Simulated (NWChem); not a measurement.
System: iodine monochloride (ICl); SMILES ClI

Results from NWChem. The geometry was optimised at PBE0/def2-SVP. def2 effective core potentials on I; no spin-orbit coupling.

| level | basis functions | highest occupied level (eV) | orbital gap (eV) | dipole (D) | relative time |
|---|---|---|---|---|---|
| B3LYP/STO-3G (all-electron, non-relativistic) | 36 | -5.51 | 4.45 | 1.33 | 1 |
| B3LYP/3-21G (all-electron, non-relativistic) | 44 | -7.58 | 3.61 | 1.85 | 1 |
| B3LYP/def2-SVP (core potentials) | 44 | -7.44 | 3.68 | 1.33 | 1 |
| B3LYP/def2-SVPD (core potentials) | 62 | -7.69 | 3.57 | 1.27 | 2 |
| B3LYP/def2-TZVP (core potentials) | 87 | -7.61 | 3.72 | 1.24 | 8 |

Relative times are rough (shared machine, one core).
